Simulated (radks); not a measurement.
Q: These are the eigenvalues of the occupied orbitals of an atom or ion with whole-number occupations (eV). Calculated with a radial shooting solver on a logarithmic mesh with Libxc functionals: scalar-relativistic Kohn-Sham, PBE, spin-polarised, spherical densities, point nucleus.

1s down: -7592.786
1s up: -7592.783
2s up: -899.4109
2s down: -897.8780
2p up: -770.1660
2p down: -769.0090
3s up: -103.7562
3s down: -100.4456
3p up: -66.9649
3p down: -63.7248
3d up: -9.4075
3d down: -6.5380
4s up: -5.7244
4s down: -5.1748

Which element is it, and in what charge state? The configuration may be excited. Open shells, if any, are filled with parallel spins first.

A: Z = 27, cobalt, charge 0: Co in [Ar] 3d7 4s2. The list shows which subshells hold electrons but not how many an open one holds; the 1s level, -279.03 hartree, gives Z - s = 23.6 by -(Z - s)^2/2, which with screening and relativity narrows Z to a few neighbours, and the depths of the outer levels then fix element, charge and occupations together.
